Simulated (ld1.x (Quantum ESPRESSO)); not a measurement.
**strontium (Sr), TM semilocal: configuration errors across variants**

strontium (Sr), norm-conserving Troullier–Martins (semilocal form), made with ld1.x (Quantum ESPRESSO) 7.5 (PBEsol, scalar-relativistic). Core [Ar] 3d10, reference 4s2 4p6 4d0 5s2 5p0. Waves: 4p (bound): rc 2.35 bohr; 4d (bound, empty): rc 2.40 bohr; 4s (bound): rc 2.15 bohr. Local part: the s channel. Core correction: none.

Occupied shells without a wave of their own: 5s. They enter only through the test configuration that unscreens the potential.

All-electron excitation energies from the reference (eV): (1) 4s2 4p6 4d0 5s1 5p0 5.896; (2) 4s2 4p6 4d0 5s0 5p0 16.791; (3) 4s2 4p6 4d0 5s1.5 5p0 2.346; (4) 4s2 4p6 4d1 5s1 5p0 2.332; (5) 4s2 4p6 4d0.5 5s1.5 5p0 1.149; (6) 4s2 4p6 4d0 5s1 5p1 2.314; (7) 4s2 4p6 4d0 5s0 5p1 8.819.

In the semilocal form every listed channel keeps its own potential, so the choice of the local channel does not act on these tests. It acts once the file is put into the separable form.

A semilocal file is local in each channel, so a ghost entry of none says nothing of the separable form that plane-wave codes build from it.

For the base: The 5s level has no wave, so the channel is fitted at the deeper level alone: the likely source of the large errors.

On the changes marked as counting shells twice: ld1.x takes every shell without a wave as core, so the model core holds the marked electrons as well and exchange and correlation see them twice. This cancels in the reference configuration, but the file is broken for other ones, and its errors say nothing about a proper core correction.

The overlap operator is not positive definite (basis up to 400 Ry) in “type PAW, which also changes the form from semilocal to separable; waves now 4s (bound): rcut 1.85, rcutus 2.15 bohr; 5s (bound): rcut 1.85, rcutus 2.15 bohr; 4p (bound): rcut 2.10, rcutus 2.35 bohr; 5p (bound): rcut 2.10, rcutus 2.35 bohr; 4d (bound): rcut 2.10, rcutus 2.40 bohr; 4d channel at 1.05 Ry: rcut 2.10, rcutus 2.40 bohr; local potential all-electron potential smoothed inside 1.60 bohr (lloc = -1); core correction a·sin(br)/r model core, default radius (ld1.x builds one for every PAW set, though the input has nlcc=.false.); augmentation BESSEL, radius 1.70 bohr”. Such files are unfit for use, however small their errors in these radial tests.

3 further variants failed, have other tests or another functional or relativity, and are left out.

The file “base” misses its own reference levels by 0.5 eV. The file “core correction a·sin(br)/r model core inside 1.66 bohr (5s counted twice)” misses its own reference levels by 0.5 eV. The file “wave 4p (bound): rc 2.35 bohr becomes 4p (bound): rc 2.66 bohr” misses its own reference levels by 0.5 eV. The file “all radii scaled by about 1.41 (s 3.02, p 3.30, d 3.38 bohr)” misses its own reference levels by 1.3 eV. The file “local potential the p channel” misses its own reference levels by 0.5 eV. The file “wave 4d (bound): rc 2.40 bohr becomes 4d (bound): rc 3.46 bohr” misses its own reference levels by 0.5 eV.

Errors AE − PS in meV (a dash: test not solved or not reliable):

```tsv
change	(1)	(2)	(3)	(4)	(5)	(6)	(7)	bound ghosts
base	-759	-2131	-323	-503	-261	-562	-1607	none
core correction a·sin(br)/r model core inside 1.66 bohr (5s counted twice)	-925	-2867	-361	-519	-264	-607	-1758	none
wave 4p (bound): rc 2.35 bohr becomes 4p (bound): rc 2.66 bohr	-759	-2131	-323	-503	-261	-559	-1600	none
all radii scaled by about 1.41 (s 3.02, p 3.30, d 3.38 bohr)	-1905	-5407	-794	-1694	-861	-5469	-4676	none
type PAW, which also changes the form from semilocal to separable; waves now 4s (bound): rcut 1.85, rcutus 2.15 bohr; 5s (bound): rcut 1.85, rcutus 2.15 bohr; 4p (bound): rcut 2.10, rcutus 2.35 bohr; 5p (bound): rcut 2.10, rcutus 2.35 bohr; 4d (bound): rcut 2.10, rcutus 2.40 bohr; 4d channel at 1.05 Ry: rcut 2.10, rcutus 2.40 bohr; local potential all-electron potential smoothed inside 1.60 bohr (lloc = -1); core correction a·sin(br)/r model core, default radius (ld1.x builds one for every PAW set, though the input has nlcc=.false.); augmentation BESSEL, radius 1.70 bohr	-0.4	-1.2	-0.2	-1.6	-0.8	+0.1	-0.1	not determined (overlap not positive)
local potential the p channel	-759	-2130	-323	-503	-260	-562	-1606	none
wave 4d (bound): rc 2.40 bohr becomes 4d (bound): rc 3.46 bohr	-759	-2131	-323	-500	-260	-562	-1607	none
```

Question: Give the same row for: wave 4s (bound): rc 2.15 bohr becomes 4s (bound): rc 3.00 bohr.

Answer: -1874, -5312, -782, -1648, -839, –, -11777; bound ghosts: none. Not counted: 4s2 4p6 4d0 5s1 5p1 (solver errors, printed error -5.4 eV).
